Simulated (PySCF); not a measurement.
Deuteron quadrupole couplings in `CO[C@@H](C)C(C)(C)C(=O)F`

Species: C₇H₁₃FO₂.
Geometry (GFN2-xTB, Å), atoms numbered from 1 in this order:
```
atom  x, y, z in Å
C1     2.433   -1.178    0.583
O2     1.080   -1.074    0.222
C3     0.590    0.250    0.143
C4     1.104    0.988   -1.098
C5    -0.959    0.155    0.164
C6    -1.489   -0.681   -1.000
C7    -1.408   -0.456    1.502
C8    -1.544    1.535    0.092
O9    -2.375    1.976   -0.619
F10   -1.008    2.357    1.053
H11    2.623   -2.237    0.750
H12    3.099   -0.816   -0.207
H13    2.641   -0.622    1.506
H14    0.911    0.806    1.040
H15    2.163    1.213   -0.993
H16    0.570    1.927   -1.226
H17    0.965    0.375   -1.984
H18   -2.561   -0.827   -0.895
H19   -0.993   -1.646   -0.996
H20   -1.308   -0.186   -1.949
H21   -2.490   -0.560    1.526
H22   -1.095    0.166    2.338
H23   -0.953   -1.437    1.604
```

Level: PBE0/pcSseg-1 (PySCF, non-relativistic); Q(2H) = 0.00286 b; rigid geometry, the same for H and D, with no vibrational averaging.

Task: Rank these positions by the coupling χzz of a deuteron there, largest first.
A. H14 (methine hydrogen)
B. H21 (methyl hydrogen)
C. H12 (methyl hydrogen)
D. H11 (methyl hydrogen)

Result: B (211 kHz), D (206 kHz), C (197 kHz), A (182 kHz).

Task: Tabulate Vzz, the asymmetry η and χzz = 234.96 MHz × Q × Vzz for every hydrogen position.

Result: 
| atom | bonded to | bond length (Å) | Vzz (au) | η | χzz (kHz) |
| --- | --- | --- | --- | --- | --- |
| H11 | C1 | 1.089 | 0.3060 | 0.07 | 206 |
| H12 | C1 | 1.095 | 0.2932 | 0.07 | 197 |
| H13 | C1 | 1.097 | 0.2892 | 0.08 | 194 |
| H14 | C3 | 1.103 | 0.2709 | 0.06 | 182 |
| H15 | C4 | 1.087 | 0.3153 | 0.02 | 212 |
| H16 | C4 | 1.087 | 0.3128 | 0.05 | 210 |
| H17 | C4 | 1.086 | 0.3154 | 0.01 | 212 |
| H18 | C6 | 1.087 | 0.3147 | 0.04 | 211 |
| H19 | C6 | 1.085 | 0.3143 | 0.02 | 211 |
| H20 | C6 | 1.086 | 0.3158 | 0.04 | 212 |
| H21 | C7 | 1.087 | 0.3134 | 0.03 | 211 |
| H22 | C7 | 1.088 | 0.3110 | 0.03 | 209 |
| H23 | C7 | 1.086 | 0.3134 | 0.02 | 211 |

Task: How does χzz go with the bond length over the 13 C–H bonds?

Result: A straight-line fit has a slope of -16.9 kHz for each 0.01 Å, with a correlation coefficient of -0.99, over lengths from 1.085 to 1.103 Å. The longer bonds have the smaller couplings here.

Task: A static deuteron (I = 1) shows a doublet split by (3/2)χ, (3/4)χ(1 + η) and (3/4)χ(1 − η) with the field along z, y and x of the gradient. What are these for H18?

Result: With |χ| = 211.5 kHz and η = 0.038: 317, 165 and 153 kHz, to first order and without motion.

The structure is a single GFN2-xTB conformer in the gas phase; no vibrational or solvent corrections. GFN2-xTB bond lengths can be off by several hundredths of an ångström, more for odd bonds, and the gradients follow them. With so small a basis the couplings can be 20 % off.
